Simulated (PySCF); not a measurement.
NICS in isomers of C7H11PS.

Probes without a nucleus sit at each ring's centroid and 1 Å off its mean plane on both sides; NICS is minus the shielding there, NICSzz its component along the normal. Level: GIAO PBE0/pcSseg-1 (PySCF, non-relativistic, gas phase) on the PBE0-D3(BJ)/def2-SVP geometries, one conformer each. Atom numbers follow the mapped SMILES.

**Question.** Order these rings by mean NICS(1)zz, lowest (most negative) first (ppm).
A. ring C2–P3–C4–C5–S9 in `[CH3:1][c:2]1[p:3][cH:4][c:5]([CH:6]([CH3:7])[CH3:8])[s:9]1`
B. ring C2–C3–C4–P5–C8–C9 in `[CH3:1][C@H:2]1[CH:3]=[CH:4][P@@:5]([CH3:6])(=[S:7])[CH:8]=[CH:9]1`
C. ring C5–P6–C7–C8–S9 in `[CH3:1][C:2]([CH3:3])([CH3:4])[c:5]1[p:6][cH:7][cH:8][s:9]1`
D. ring C3–C4–C5–P6–C9 in `[CH2:1]=[CH:2][C:3]1=[CH:4][CH2:5][P@@:6]([CH3:7])(=[S:8])[CH2:9]1`

**Answer.** C (-25.1), A (-22.5), D (-1.6), B (2.5).

```
                    SMILES                                                     ring  NICS(0)  NICS(1)  NICS(1)zz  HOMA  rms pucker (Å)  ring atoms with four or more neighbours
           CC(C)(C)c1pccs1  5-membered ring with P and S; formal bonds all aromatic    -11.3    -11.2      -25.1  0.77            0.00                                        0
           Cc1pcc(C(C)C)s1  5-membered ring with P and S; formal bonds all aromatic    -10.3    -10.4      -22.5  0.78            0.00                                        0
    C=CC1=CC[P@@](C)(=S)C1  5-membered ring with P; formal bonds 1 double, 4 single     -2.9     -3.3       -1.6     –            0.12                                        3
C[C@H]1C=C[P@@](C)(=S)C=C1  6-membered ring with P; formal bonds 2 double, 4 single      0.9     -1.4        2.5     –            0.04                                        2
```

NICS(0) gives the same order. The isotropic NICS(1) gives the same order. HOMA uses Krygowski's 1993 parameters; it is left out where a ring has a four-coordinate atom, a triple bond, no multiple bond or a kind of bond without parameters. NICS(1) and NICS(1)zz are means over the two faces.
